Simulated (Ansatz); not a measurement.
This singlet lies 1.87 eV below the relaxed triplet at the level frozen-core CCSD(T)/cc-pVTZ // B3LYP-D3(BJ)/def2-TZVP (Ansatz, a program for electronic structure).

These are B3LYP-D3(BJ)/def2-TZVP run with Ansatz values and carry that method's errors. No frequencies were computed at this level.

Ansatz 0.2 input:
```yaml
crystal:
  periodic: [false, false, false]
  atoms:
    - { symbol: C, position_ang: [-0.538202, 0.004709, -0.070868] }
    - { symbol: Si, position_ang: [1.144776, -0.868195, -0.305008] }
    - { symbol: F, position_ang: [2.04743, 0.290088, 0.452607] }
    - { symbol: H, position_ang: [-1.35222, -0.536871, -0.548449] }
    - { symbol: H, position_ang: [-0.783568, 0.100452, 0.987911] }
    - { symbol: H, position_ang: [-0.519498, 1.012007, -0.489781] }
basis:
  gaussian: { orbitals: def2-tzvp }
hamiltonian:
  xc: b3lyp
  dispersion: d3bj
relax:
  max_steps: 150
```

Output:

```
Functional definition: B3LYP
729 factors; their error is unknown
mean field evaluation 1: about -11674.8613 eV, gradient 6.5e1 eV
mean field evaluation 2: about -11664.4435 eV, gradient 9.4e1 eV
mean field evaluation 4: about -11683.3506 eV, gradient 7.2e0 eV
mean field evaluation 8: about -11683.4476 eV, gradient 2.3e-2 eV
mean field evaluation 16: about -11683.4757 eV, gradient 7.8e-6 eV
mean field -11683.47568909 eV, -429.3598122297 hartree, gradient 7.8e-6 eV, S^2 0.000000; 0 other end points of the search recorded, 0 dependent functions left out
reference -11683.47590120 eV, -429.3598200248 hartree; 16, 16 occupied and 101, 101 virtual orbitals, 729 factors
relax step   1: F+E_penalty+E_count = -11683.64023616 eV  Δ(F+E_penalty+E_count) = +0.000e0 eV  max|allowed force component| = 7.645e-1 eV/Å  Δτ_max = 0.0000 Å  (27 SCF iters, accepted)
these checks for a lower state are left out or cut short: starts, cluster_reference, orbital_swaps, neighbouring_geometries, increment
729 factors; their error is unknown
mean field -11683.48961030 eV, -429.3603238248 hartree, gradient 1.1e-5 eV, S^2 0.000000; 0 other end points of the search recorded, 0 dependent functions left out
reference -11683.48982253 eV, -429.3603316242 hartree; 16, 16 occupied and 101, 101 virtual orbitals, 729 factors
relax step   2: F+E_penalty+E_count = -11683.65388816 eV  Δ(F+E_penalty+E_count) = -1.365e-2 eV  max|allowed force component| = 3.343e-1 eV/Å  Δτ_max = 0.0374 Å  (31 SCF iters, accepted)
these checks for a lower state are left out or cut short: starts, cluster_reference, orbital_swaps, neighbouring_geometries, increment
729 factors; their error is unknown
mean field -11683.49452825 eV, -429.3605045560 hartree, gradient 1.3e-5 eV, S^2 0.000000; 0 other end points of the search recorded, 0 dependent functions left out
reference -11683.49474058 eV, -429.3605123592 hartree; 16, 16 occupied and 101, 101 virtual orbitals, 729 factors
relax step   3: F+E_penalty+E_count = -11683.65912286 eV  Δ(F+E_penalty+E_count) = -5.235e-3 eV  max|allowed force component| = 1.014e-1 eV/Å  Δτ_max = 0.0185 Å  (30 SCF iters, accepted)
these checks for a lower state are left out or cut short: starts, cluster_reference, orbital_swaps, neighbouring_geometries, increment
729 factors; their error is unknown
mean field evaluation 32: about -11683.4658 eV, gradient 4.5e-1 eV
mean field -11683.49494691 eV, -429.3605199415 hartree, gradient 1.3e-5 eV, S^2 0.000000; 0 other end points of the search recorded, 0 dependent functions left out
reference -11683.49515930 eV, -429.3605277468 hartree; 16, 16 occupied and 101, 101 virtual orbitals, 729 factors
relax step   4: F+E_penalty+E_count = -11683.65964106 eV  Δ(F+E_penalty+E_count) = -5.182e-4 eV  max|allowed force component| = 1.082e-2 eV/Å  Δτ_max = 0.0073 Å  (32 SCF iters, accepted)
these checks for a lower state are left out or cut short: starts, cluster_reference, orbital_swaps, neighbouring_geometries, increment
729 factors; their error is unknown
mean field -11683.49496760 eV, -429.3605207020 hartree, gradient 1.3e-5 eV, S^2 0.000000; 0 other end points of the search recorded, 0 dependent functions left out
reference -11683.49518001 eV, -429.3605285079 hartree; 16, 16 occupied and 101, 101 virtual orbitals, 729 factors
relax step   5: F+E_penalty+E_count = -11683.65965455 eV  Δ(F+E_penalty+E_count) = -1.348e-5 eV  max|allowed force component| = 6.403e-3 eV/Å  Δτ_max = 0.0018 Å  (33 SCF iters, accepted)
729 factors; their error is unknown
mean field evaluation 64: about -11683.4950 eV, gradient 7.6e-6 eV
mean field -11683.49496760 eV, -429.3605207020 hartree, gradient 2.9e-5 eV, S^2 0.000000; 1 other end points of the search recorded, 0 dependent functions left out
reference -11683.49518001 eV, -429.3605285079 hartree; 16, 16 occupied and 101, 101 virtual orbitals, 729 factors
Total energy: -11683.65986695 eV, -429.3665806415 hartree
Atom 0 at    -0.546787     0.002886    -0.078345 Å, force     0.001796    -0.006403     0.001159 eV/Å
Atom 1 at     1.136630    -0.837254    -0.300445 Å, force    -0.000661     0.000410    -0.002257 eV/Å
Atom 2 at     2.056863     0.269309     0.459635 Å, force     0.001323     0.000556     0.002123 eV/Å
Atom 3 at    -1.358129    -0.554701    -0.550508 Å, force    -0.000810     0.002170     0.000129 eV/Å
Atom 4 at    -0.767961     0.105633     0.990908 Å, force    -0.000190     0.002412    -0.000204 eV/Å
Atom 5 at    -0.521898     1.016316    -0.494834 Å, force    -0.001457     0.000856    -0.000950 eV/Å
Dipole moment:    -0.310889    -0.031413    -0.063668 e Å
```

Cost: very roughly 13 core-seconds.
